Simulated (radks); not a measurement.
Species: Ca13+. Configuration: [He] 2s2 2p3 (the NIST ground configuration).

Method: Dirac Kohn-Sham, exchange-only PBE, spin-unpolarised, spherical densities, finite nucleus; open shells fill j = l - 1/2 first; Fermi nuclear charge, rms radius 3.4776 fm; computed with a radial shooting solver on a logarithmic mesh with Libxc functionals.

Energy parts (eV):
part                  energy
total             -15510.725
kinetic            15672.626
electron-nucleus  -33310.412
Hartree             2742.040
exchange            -614.978

Orbitals (lengths in bohr, moments of r in powers of bohr; <r^-3> diverges for s and p1/2; r(max) is where P^2 peaks; r(90%) holds 90 % of the orbital's charge):
| orbital | occ. | eigenvalue (eV) | r(90%) | r(max) | <r^-3> | <r^4> |
|---|---|---|---|---|---|---|
| 1s1/2 | 2 | -4474.224 | 0.137 | 0.05022 | - | 0.0001592 |
| 2s1/2 | 2 | -836.2502 | 0.523 | 0.2874 | - | 0.03111 |
| 2p1/2 | 2 | -775.5873 | 0.481 | 0.2303 | - | 0.02226 |
| 2p3/2 | 1 | -771.0601 | 0.483 | 0.2321 | 222.1 | 0.02277 |

The highest occupied level is 2p3/2 at -771.06 eV. The density falls to 0.001 e/bohr^3 at r = 1.05 bohr. Summed over all electrons, <r^2> = 0.6076 bohr^2, which gives a Langevin (diamagnetic) susceptibility term of -0.481 x 10^-6 cm^3/mol.
